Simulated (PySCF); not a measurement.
# Radial density of Yb⁵⁰⁺ (ytterbium, charge +50)

UHF, [Ar] 3d2, high-spin 3F determinant. Calculation: PySCF 2.14, in an uncontracted even-tempered set (17 s from 12 bohr⁻², ratio 2.5; 12 p from 15 bohr⁻², ratio 2.5; 7 d from 15 bohr⁻², ratio 2.5; 4 f from 53 bohr⁻², ratio 2.7; 3 g from 80 bohr⁻², ratio 2.7); the spin-free X2C one-electron Hamiltonian (Gaussian nucleus).

```
r (bohr)  4πr²ρ (e/bohr)  4πr²(ρα − ρβ)
  0.0155           94.34         0.0039
  0.0261           82.87         0.0692
  0.0439           108.6         0.6837
  0.0739           104.0         4.0971
   0.124           54.66        11.2941
   0.209           56.97         8.6773
   0.352           6.296         0.7757
   0.592         0.02846         0.0040
```

Densities and radii are taken from the X2C orbitals without a picture-change correction, which distorts them close to the nucleus.

Spin-orbit coupling is strong in this species (close to jj coupling), so the high-spin LS determinant is a model state, not a physical level.
